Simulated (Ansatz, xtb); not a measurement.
## Ranking isomers of C5H7NS

5 gas-phase structures of C5H7NS, from a drawn sample of its isomers (lower ones may exist). Each was relaxed with GFN2-xTB; where two conformers were screened, the lower at r2SCAN-D4/def2-SVP is listed:

A. `N#C[C@H]1C[C@@H](S)C1`, a singlet
B. `N#C[C@@H]1CC[C@@H]1S`, a singlet
C. `N#CC1(S)CCC1`, a singlet
D. `N#C[C@H]1C[C@H](S)C1`, a singlet
E. `N#C[C@@H]1CC[C@H]1S`, a singlet

Question: Which do you expect lowest at r2SCAN-D4/def2-SVP, and how would the others follow?

Answer: Calculated order at r2SCAN-D4/def2-SVP: E (0.0), D (0.8), A (0.8), B (0.9), C (2.5) kcal/mol. Less than 1 kcal/mol parts E and D; D and A; A and B, so the order within those pairs means little.

Energies above the lowest of each column, in kcal/mol; the last columns are at PBE-D3(BJ)/def2-SVP geometries:

```json
{"structure": "E", "GFN2-xTB": "0.6", "HF/STO-3G": "0.0", "r2SCAN-D4/def2-SVP": "0.0", "PBE-D3(BJ)/def2-SVP": "0.0", "CCSD(T)/def2-SVP + ΔMP2/def2-TZVPP": "0.0"}
{"structure": "D", "GFN2-xTB": "0.0", "HF/STO-3G": "0.2", "r2SCAN-D4/def2-SVP": "0.8", "PBE-D3(BJ)/def2-SVP": "0.7", "CCSD(T)/def2-SVP + ΔMP2/def2-TZVPP": "0.6"}
{"structure": "A", "GFN2-xTB": "1.2", "HF/STO-3G": "0.5", "r2SCAN-D4/def2-SVP": "0.8", "PBE-D3(BJ)/def2-SVP": "0.9", "CCSD(T)/def2-SVP + ΔMP2/def2-TZVPP": "0.8"}
{"structure": "B", "GFN2-xTB": "2.5", "HF/STO-3G": "1.8", "r2SCAN-D4/def2-SVP": "0.9", "PBE-D3(BJ)/def2-SVP": "1.0", "CCSD(T)/def2-SVP + ΔMP2/def2-TZVPP": "0.9"}
{"structure": "C", "GFN2-xTB": "1.4", "HF/STO-3G": "1.5", "r2SCAN-D4/def2-SVP": "2.5", "PBE-D3(BJ)/def2-SVP": "2.6", "CCSD(T)/def2-SVP + ΔMP2/def2-TZVPP": "2.6"}
```

CCSD(T)/def2-SVP + ΔMP2/def2-TZVPP has A and B and D and E within 1 kcal/mol of each other at the bottom, and every level picks one of them. Flexible structures stand in one conformer each, not always the lowest. ΔMP2 is the change of the MP2 energy from the smaller to the larger basis.

Over these structures GFN2-xTB departs from r2SCAN-D4/def2-SVP by 0.9 kcal/mol on average once a common shift is removed. A GFN2-xTB relaxation took about 0.22 s and the r2SCAN-D4/def2-SVP energy about 3.9 s on a shared host (Ansatz 0.2.0, xtb 6.7.1).
